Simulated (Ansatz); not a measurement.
Molecule: sum formula SiNH4, net charge -1, singlet state. 
Coordinates optimised at B3LYP-D3(BJ)/def2-TZVP (Ansatz, a program for electronic structure):
```
Si
N 1 1.6576
H 2 1.0176 1 114.88
H 1 1.5100 2 110.38 3 -180.00
H 1 1.5371 4 101.50 2 129.61
H 1 1.5371 4 101.50 5 100.79
```
Charge -1, spin multiplicity 1.

Basis-set convergence of Hartree-Fock and CCSD(T) correlation energies (hartree) with Ansatz. Correlated levels leave the core frozen unless marked. Spin-orbit coupling is left out. Non-relativistic.

| basis | functions | E(HF) | E(corr, CCSD(T)) | rough core time |
|---|---|---|---|---|
| aug-cc-pV(D+d)Z | 91 | -345.69885 | -0.35794 | under 20 s |
| aug-cc-pV(T+d)Z | 193 | … | … | 40 s |

### Question
Some entries are withheld; supply them.

### Answer

- aug-cc-pV(T+d)Z, E(HF): -345.72729
- aug-cc-pV(T+d)Z, E(corr, CCSD(T)): -0.41807
